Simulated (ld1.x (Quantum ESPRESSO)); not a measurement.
Sr (Z = 38), PAW: configuration errors across variants

| Item | Value |
| --- | --- |
| Element | Sr |
| Generator | ld1.x (Quantum ESPRESSO) 7.5 |
| Type | PAW |
| Functional | PBEsol |
| Relativity | scalar-relativistic |
| Frozen core | [Ar] 3d10 |
| Valence charge | 10 |
| Reference configuration | 4s2 4p6 4d0 5s0 5p0 (charge +2) |
| Partial waves | 4s (bound): rcut 1.70, rcutus 2.00 bohr; 5s (bound, empty): rcut 1.70, rcutus 2.00 bohr; 4p (bound): rcut 2.15, rcutus 2.60 bohr; 5p (bound, empty): rcut 2.15, rcutus 2.60 bohr; 4d (bound, empty): rcut 2.55, rcutus 3.45 bohr; 4d channel at 2.25 Ry: rcut 2.55, rcutus 3.45 bohr |
| Local potential | all-electron potential smoothed inside 1.55 bohr (lloc = -1) |
| Core correction | a·sin(br)/r model core, default radius (ld1.x builds one for every PAW set, though the input has nlcc=.false.) |
| Augmentation charge | BESSEL, radius 1.80 bohr |

All-electron excitation energies from the reference (eV): (1) 4s2 4p6 4d0 5s2 5p0 -16.791; (2) 4s2 4p6 4d0 5s1 5p0 -10.895; (3) 4s2 4p6 4d0 5s1.5 5p0 -14.445; (4) 4s2 4p5 4d0 5s2 5p0 11.509; (5) 4s1 4p6 4d0 5s2 5p0 30.208; (6) 4s2 4p6 4d0 5s1 5p1 -14.477; (7) 4s2 4p6 4d0.5 5s1.5 5p0 -15.642.

The overlap operator is not positive definite (basis up to 400 Ry) in “base”, “waves 4s (bound): rcut 1.70, rcutus 1.82 bohr; 5s (bound): rcut 1.70, rcutus 1.82 bohr”, “waves 4d (bound): rcut 2.55, rcutus 4.10 bohr; 4d channel at 2.25 Ry: rcut 2.55, rcutus 4.10 bohr”, “wave 4d channel at 2.25 Ry: rcut 2.55, rcutus 3.45 bohr becomes 4d channel at -0.27 Ry: rcut 2.55, rcutus 3.45 bohr”, “waves 4p (bound): rcut 1.68, rcutus 1.78 bohr; 5p (bound): rcut 1.68, rcutus 1.78 bohr”, “type ultrasoft; local potential all-electron potential smoothed inside 2.50 bohr (lloc = -1); core correction none; augmentation built from norm-conserving waves at rcut, not smoothed further”, “augmentation PSQ, inside the norm-conserving radii”. Such files are unfit for use, however small their errors in these radial tests.

2 further variants failed, have other tests or too few solved ones, and are left out.

Errors AE − PS in meV (a dash: test not solved or not reliable):

| change | (1) | (2) | (3) | (4) | (5) | (6) | (7) | bound ghosts |
| --- | --- | --- | --- | --- | --- | --- | --- | --- |
| base | +6.6 | +2.4 | +4.5 | +49 | +94 | +6.4 | +10 | not determined (overlap not positive) |
| waves 4s (bound): rcut 1.70, rcutus 1.82 bohr; 5s (bound): rcut 1.70, rcutus 1.82 bohr | +2.2 | +1.2 | +1.7 | +39 | +68 | +5.1 | +2.8 | not determined (overlap not positive) |
| waves 4d (bound): rcut 2.55, rcutus 4.10 bohr; 4d channel at 2.25 Ry: rcut 2.55, rcutus 4.10 bohr | +6.6 | +2.4 | +4.5 | +49 | +94 | +6.4 | +9.4 | not determined (overlap not positive) |
| wave 4d channel at 2.25 Ry: rcut 2.55, rcutus 3.45 bohr becomes 4d channel at -0.27 Ry: rcut 2.55, rcutus 3.45 bohr | +6.6 | +2.4 | +4.5 | +49 | +94 | +6.4 | – | not determined (overlap not positive) |
| local potential all-electron potential smoothed inside 2.00 bohr (lloc = -2) | +4.6 | +2.0 | +3.3 | -17 | -5.6 | +3.0 | +4.1 | none |
| waves 4p (bound): rcut 1.68, rcutus 1.78 bohr; 5p (bound): rcut 1.68, rcutus 1.78 bohr | +5.6 | +2.3 | +3.9 | -0.7 | -0.2 | +2.6 | +7.9 | not determined (overlap not positive) |
| type ultrasoft; local potential all-electron potential smoothed inside 2.50 bohr (lloc = -1); core correction none; augmentation built from norm-conserving waves at rcut, not smoothed further | -1308 | -923 | -1163 | -2775 | -2947 | -1129 | -967 | not determined (overlap not positive) |
| augmentation PSQ, inside the norm-conserving radii | – | – | – | – | – | – | – | not determined (overlap not positive) |

(1) Give the same row for: local potential all-electron potential smoothed inside 3.28 bohr (lloc = -1).

Results:

(1) +3.0, +1.3, +2.2, –, –, –, –; bound ghosts: none.
